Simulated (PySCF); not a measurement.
C₇H₉O (doublet state).
Geometry (GFN2-xTB, Å), atoms numbered from 1 in this order:
```
atom  x, y, z in Å
O1     2.349   -0.907    0.726
C2     1.775    0.332    0.381
C3     0.315    0.242    0.007
C4    -0.529    1.481   -0.183
C5    -1.725    0.708    0.172
C6    -1.505   -0.695   -0.383
C7    -0.187   -0.671   -1.138
C8    -0.850   -0.313    0.898
H9     2.242   -1.513   -0.015
H10    1.890    0.963    1.266
H11    2.327    0.797   -0.451
H12   -0.292    2.460    0.185
H13   -2.704    1.070    0.437
H14   -2.323   -1.380   -0.534
H15   -0.183   -0.238   -2.138
H16    0.283   -1.653   -1.149
H17   -0.889   -0.671    1.908
```

The hyperfine couplings belong to this conformer and change with its torsions.

As a line formula: `OC[C@@]12[CH][C@H]3[C@@H](C1)[C@H]32` [radical].

Theory: UKS B3LYP, pcH-1 on C H O, non-relativistic, mean-field spin-orbit, GIAO in PySCF 2.14.0. The structure is a single GFN2-xTB conformer in the gas phase; no vibrational or solvent corrections. Couplings are sensitive to structure, and on GFN2-xTB geometries they can be far from those on DFT ones. Stability of the SCF solution: not tested.

Principal values of hyperfine tensors in MHz (contact and dipolar terms together), for some of the nuclei:

```tsv
atom	isotope	A1	A2	A3
C4	13C	78.48	79.75	302.42
H12	1H	-69.75	-35.15	2.14
C6	13C	25.83	27.34	36.80
H17	1H	15.66	20.22	30.93
C3	13C	-22.72	-21.27	-14.50
C5	13C	-24.37	-21.10	-11.25
C7	13C	15.33	16.69	23.29
H14	1H	3.39	4.45	10.44
```

Question: Split each tensor into its isotropic and traceless parts, and turn a_iso into mT with g = 2.0026.

Answer: a_iso = (A1 + A2 + A3)/3, Ti = Ai − a_iso; 1 mT corresponds to 28.028 MHz.

```csv
atom,a_iso (MHz),a_iso (mT),T1,T2,T3
C4,153.55,5.478,-75.07,-73.80,148.87
H12,-34.25,-1.222,-35.50,-0.90,36.39
C6,29.99,1.070,-4.16,-2.65,6.81
H17,22.27,0.795,-6.61,-2.05,8.66
C3,-19.50,-0.696,-3.22,-1.77,5.00
C5,-18.91,-0.675,-5.47,-2.19,7.66
C7,18.44,0.658,-3.11,-1.74,4.86
H14,6.09,0.217,-2.70,-1.64,4.35
```

Question: What spin density at the nucleus of H17 lies behind its contact coupling (g_N = 5.58569)?

Answer: a_FC = 800.24 MHz bohr³ × g_N × ρ(0)/(2S). With a_FC = 22.27 MHz and 2S = 1, ρ(0) = 0.004983 bohr⁻³. In magnitude that is 1.6 % of the 1/π = 0.318 of a free hydrogen atom.

Question: C8 (13C, g_N = 1.40482) isn't in the table. Its spin density at the nucleus is 0.09318 bohr⁻³. What is its contact coupling?

Answer: By the same relation, a_FC = 104.8 MHz. Its full tensor has the principal values 92.33, 93.84, 128.09 MHz.

Question: Which nucleus of the table has the largest anisotropic coupling, and what is its form?

Answer: C4: -75.1, -73.8, 148.9 MHz, axial, in the ratio −1:−1:+2, the form that spin in one p orbital centred on that nucleus gives.

Question: What first-order splitting does C6 cause when the field lies along A1, A2 or A3 of its tensor (g taken as isotropic, no quadrupole term)?

Answer: 2 lines (I = 1/2), spaced by |A_i|/(g × 13.996): 0.92, 0.98, 1.31 mT along the axes of A1, A2 and A3.
